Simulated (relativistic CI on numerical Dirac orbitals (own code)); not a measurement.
**Pt2+: resonant inelastic scattering at the O2,3 edge**

Computed with this model: Dirac-Coulomb-Breit CI, orbitals from a KLI potential per configuration, QED by a radiative potential, valence Slater integrals scaled by 0.7, Kramers-Heisenberg scattering through one core-hole configuration in a parametric crystal field; configurations [Xe] 4f14 5d8 → [Kr] 4d10 4f14 5s2 5p5 5d9; 80 K; core-hole width 1.5 eV; summed over polarisations. Incident energies are the highest absorption maxima for each field (at most a few, so the weaker spin-orbit partner edge can be absent), on the computed scale of the free ion. Intensities are in per cent of the strongest line above 0.02 eV; levels within 1 cm⁻¹ are merged; final levels count from the ground level, the first row holds all elastic scattering, lines under 0.4 are left out and each table stops after 24 rows. The scale of the Slater integrals is a model choice and moves the terms in proportion.

Field parameters in Wybourne normalisation: Td as Oh with Dq negative (B⁴₀ = 21Dq, B⁴₄ = √(5/14) B⁴₀). The field is a parameter set, without covalency.

S is read from ⟨S²⟩ = S(S + 1).

Td, 10Dq = -2450 cm⁻¹:

| Final level (eV) | Degeneracy | Irrep | S | 51.6 eV | 53.5 eV | 56.3 eV |
| --- | --- | --- | --- | --- | --- | --- |
| 0.000 | 1 | A1 | 0.97 | 37.5 | 57.1 | 17.5 |
| 0.078 | 3 | T1 | 0.97 | 20.4 | 100.0 | 24.8 |
| 0.139 | 2 | E | 0.97 | 29.0 | 37.8 | 8.5 |
| 0.303 | 3 | T2 | 0.96 | 9.3 | 14.8 | 1.7 |
| 0.821 | 3 | T2 | 0.66 | 1.1 | 3.8 | 9.9 |
| 0.979 | 2 | E | 0.63 | 1.3 | 9.5 | 0.7 |
| 1.288 | 3 | T1 | 1.00 | 3.2 | 0.1 | 10.0 |
| 1.371 | 3 | T2 | 0.96 | 3.9 | 4.6 | 9.1 |
| 1.860 | 2 | E | 1.00 | 1.0 | 4.3 | 4.7 |
| 2.078 | 1 | A1 | 0.85 | 0.1 | 0.9 | 1.1 |
| 2.093 | 3 | T2 | 0.99 | 0.8 | 3.3 | 1.7 |
| 2.548 | 3 | T2 | 0.15 | 0.5 | 1.6 | 3.7 |
| 2.621 | 2 | E | 0.23 | 1.3 | 0.1 | 9.1 |
| 2.718 | 3 | T1 | 0.08 | 0.3 | 5.3 | 27.9 |
| 2.760 | 1 | A1 | 0.12 | 1.1 | 3.0 | 14.9 |
| 3.111 | 3 | T2 | 0.61 | 0.5 | 3.1 | 0.4 |
| 3.277 | 2 | E | 0.52 | 0.4 | 6.0 | 3.3 |
| 5.456 | 1 | A1 | 0.28 | 0.0 | 0.0 | 0.4 |

Td, 10Dq = -5550 cm⁻¹:

```tsv
Final level (eV)	Degeneracy	Irrep	S	51.8 eV	53.7 eV	56.4 eV
0.000	1	A1	0.98	49.8	57.1	15.2
0.157	3	T1	0.98	23.2	100.0	16.9
0.292	2	E	0.96	29.7	38.1	8.9
0.605	3	T2	0.96	5.9	11.7	0.2
0.887	3	T2	0.67	2.6	7.6	20.7
1.241	2	E	0.60	1.9	12.7	1.2
1.528	3	T1	1.00	5.9	0.8	9.9
1.764	3	T2	0.90	7.5	2.8	5.5
1.967	2	E	0.99	1.0	2.5	5.2
2.292	1	A1	0.80	0.5	4.0	5.1
2.481	3	T2	0.96	0.9	3.6	0.3
2.642	3	T2	0.29	0.5	2.7	3.0
2.712	3	T1	0.99	0.4	0.2	0.1
2.768	2	E	0.45	1.9	1.4	5.2
3.039	3	T1	0.09	0.5	5.4	22.0
3.093	1	A1	0.25	0.9	1.6	10.6
3.430	3	T2	0.62	0.9	2.8	0.5
3.845	2	E	0.39	0.3	5.2	4.3
5.821	1	A1	0.26	0.0	0.2	1.4
```

Td, 10Dq = -8600 cm⁻¹:

| Final level (eV) | Degeneracy | Irrep | S | 52.1 eV | 53.8 eV | 56.4 eV |
| --- | --- | --- | --- | --- | --- | --- |
| 0.000 | 1 | A1 | 0.98 | 60.7 | 56.4 | 15.6 |
| 0.213 | 3 | T1 | 0.98 | 26.2 | 100.0 | 13.8 |
| 0.411 | 2 | E | 0.94 | 33.7 | 42.2 | 10.9 |
| 0.751 | 3 | T2 | 0.95 | 1.7 | 4.3 | 6.8 |
| 1.025 | 3 | T2 | 0.66 | 6.3 | 15.6 | 21.7 |
| 1.447 | 2 | E | 0.54 | 3.1 | 15.1 | 2.9 |
| 1.801 | 3 | T1 | 0.99 | 9.4 | 3.0 | 8.9 |
| 2.121 | 2 | E | 0.99 | 1.2 | 0.9 | 5.4 |
| 2.166 | 3 | T2 | 0.88 | 11.7 | 1.8 | 3.7 |
| 2.488 | 1 | A1 | 0.71 | 1.2 | 7.0 | 9.9 |
| 2.740 | 3 | T2 | 0.54 | 1.1 | 7.4 | 2.6 |
| 2.921 | 3 | T2 | 0.80 | 0.6 | 0.6 | 0.3 |
| 2.960 | 2 | E | 0.61 | 2.5 | 3.9 | 2.4 |
| 3.010 | 3 | T1 | 0.99 | 1.1 | 0.2 | 1.0 |
| 3.372 | 3 | T1 | 0.10 | 0.8 | 4.8 | 18.2 |
| 3.399 | 1 | A1 | 0.41 | 0.7 | 0.6 | 6.8 |
| 3.836 | 3 | T2 | 0.68 | 1.6 | 2.6 | 0.5 |
| 4.469 | 2 | E | 0.30 | 0.3 | 4.0 | 3.6 |
| 6.279 | 1 | A1 | 0.23 | 0.1 | 0.3 | 1.5 |

For the first field the strongest loss at the lowest incident energy is the level at 0.14 eV (S = 0.97, against 0.97 in the thermal ground state). Levels of other spin, the first over 8 % at 2.62 eV, appear because spin-orbit coupling of the core hole, and in heavier ions of the valence shell too, mixes spins.
